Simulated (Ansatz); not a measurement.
System: ZrH4S, charge 0, singlet. ZrH4S (SMILES [SH][ZrH3]).
B3LYP-D3(BJ)/def2-TZVP minimum from Ansatz (a first-principles code):
```xyz
6

Zr    -0.6278    -0.1906    -0.0223
H     -0.9248    -1.2371     1.4764
H     -1.7129     1.3055    -0.0256
H     -0.9137    -1.1455    -1.5787
S      1.6781     0.5524    -0.0082
H      1.8146    -0.1369     1.1500
```

Quantity: atomisation energy (electronic, to ground-state atoms), in kcal/mol. Radicals and triplets start from unrestricted determinants; spin-orbit coupling is neglected. Cores are frozen in correlated methods (noble-gas shells, and filled d and f shells in the p block). Past Kr the def2 sets carry scalar-relativistic core potentials. CBS(X,Y): correlation extrapolated as X^-3, Hartree-Fock from the larger set. A bracket is a step between two methods taken in the basis named. Where a partner has so few electrons that a lower coupled-cluster level is exact, that level stands in.

CCSD(T)/CBS(def2-TZVPP,def2-QZVPP) + [CCSDT(Q) - CCSD(T)]/def2-TZVPP (Ansatz) gives 392.6 kcal/mol.

Question: How far off this value is PBE/def2-TZVPD (Ansatz), in which direction, and how far these levels: r2SCAN/def2-TZVPD, B3LYP/def2-TZVPD, PBE0/def2-TZVPD, wB97M-V/def2-TZVPD, B2PLYP/def2-TZVPD, CCSD(T)/CBS(def2-TZVPP,def2-QZVPP)?

Answer: PBE gives 395.6 kcal/mol, 3.0 kcal/mol above it. Differences of the others: r2SCAN/def2-TZVPD (Ansatz) 3.8; B3LYP/def2-TZVPD (Ansatz) -1.1; PBE0/def2-TZVPD (Ansatz) -4.6; wB97M-V/def2-TZVPD (Ansatz) 0.8; B2PLYP/def2-TZVPD (Ansatz) -8.8; CCSD(T)/CBS(def2-TZVPP,def2-QZVPP) (Ansatz) 0.2 kcal/mol.
